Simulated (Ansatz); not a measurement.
A nudged elastic band was laid between two geometries of C2H10O2Si2 (16 atoms, charge 0, multiplicity 1).

The calculation used Ansatz, RKS B3LYP/def2-SVP.

| Quantity | Value |
| --- | --- |
| movable images | 7 |
| climbing image | yes |
| spring | 20.0 eV/Å² |
| optimiser | quadratic models (default) |
| start path | through a guess of the saddle point |
| force threshold | 0.05 eV/Å |
| iteration limit | 60 |
| end points | relaxed |

Image 0:

```xyz
16
Properties=species:S:1:pos:R:3
O 0.240 -2.967 -1.181
C 1.364 -2.195 -0.878
O 1.120 -0.816 -0.903
C 0.242 -0.354 0.116
Si -0.118 1.495 -0.183
Si -1.540 2.347 1.497
H -0.018 -2.768 -2.093
H 1.687 -2.521 0.129
H 2.188 -2.354 -1.597
H 0.694 -0.500 1.120
H -0.704 -0.927 0.109
H 1.163 2.263 -0.186
H -0.771 1.660 -1.515
H -0.918 2.191 2.847
H -1.802 3.799 1.263
H -2.849 1.625 1.499
```

Image 8:

```xyz
16
Properties=species:S:1:pos:R:3
O 1.535 -2.819 -2.027
C 0.934 -2.355 -0.876
O 0.563 -1.004 -1.044
C 0.013 -0.408 0.111
Si -0.414 1.410 -0.283
Si -1.311 2.484 1.619
H 2.311 -2.267 -2.199
H 0.041 -2.987 -0.700
H 1.596 -2.434 0.020
H 0.721 -0.451 0.968
H -0.904 -0.940 0.446
H 0.825 2.122 -0.717
H -1.405 1.457 -1.397
H -0.326 2.475 2.744
H -1.650 3.903 1.299
H -2.553 1.792 2.081
```

(1) What changes between the two ends?

(2) Give the energies along the band, and the barrier.

(3) What is the geometry of the highest image?

## Answers

(1) No bond is made or broken. The dihedral H8–C2–O3–C4 goes from -52 to 66°.

(2) It converged. The highest image is number 4 of 0 to 8, 17.4 kJ/mol above the first end and 5.1 kJ/mol above the last; the last end lies 12.3 kJ/mol above the first. Another band between the same ends (7 images) ends at a top of the same energy, where a vibrational analysis finds 1 clearly imaginary mode.

```json
{"image": "0", "path coordinate (Å)": "0.00", "energy (kJ/mol)": "0.0", "dihedral H8–C2–O3–C4 (°)": "-52"}
{"image": "1", "path coordinate (Å)": "0.74", "energy (kJ/mol)": "0.9", "dihedral H8–C2–O3–C4 (°)": "-49"}
{"image": "2", "path coordinate (Å)": "1.49", "energy (kJ/mol)": "4.4", "dihedral H8–C2–O3–C4 (°)": "-39"}
{"image": "3", "path coordinate (Å)": "2.23", "energy (kJ/mol)": "12.5", "dihedral H8–C2–O3–C4 (°)": "-16"}
{"image": "4", "path coordinate (Å)": "2.98", "energy (kJ/mol)": "17.4", "dihedral H8–C2–O3–C4 (°)": "17"}
{"image": "5", "path coordinate (Å)": "3.52", "energy (kJ/mol)": "15.8", "dihedral H8–C2–O3–C4 (°)": "38"}
{"image": "6", "path coordinate (Å)": "4.06", "energy (kJ/mol)": "13.7", "dihedral H8–C2–O3–C4 (°)": "53"}
{"image": "7", "path coordinate (Å)": "4.61", "energy (kJ/mol)": "12.6", "dihedral H8–C2–O3–C4 (°)": "61"}
{"image": "8", "path coordinate (Å)": "5.15", "energy (kJ/mol)": "12.3", "dihedral H8–C2–O3–C4 (°)": "66"}
```

(3) 
```xyz
16
Properties=species:S:1:pos:R:3
O 0.760 -3.017 -1.957
C 1.116 -2.311 -0.820
O 0.761 -0.951 -0.934
C 0.131 -0.366 0.189
Si -0.301 1.445 -0.237
Si -1.391 2.480 1.584
H 1.241 -2.643 -2.708
H 0.579 -2.782 0.024
H 2.209 -2.374 -0.622
H 0.789 -0.379 1.084
H -0.791 -0.918 0.468
H 0.955 2.188 -0.553
H -1.186 1.475 -1.439
H -0.535 2.427 2.808
H -1.678 3.912 1.271
H -2.683 1.792 1.885
```

Time of the run: 2.7 min on 2 threads of Intel(R) Xeon(R) 6975P-C (Granite Rapids), on a shared host, peak memory 0.4 GiB.
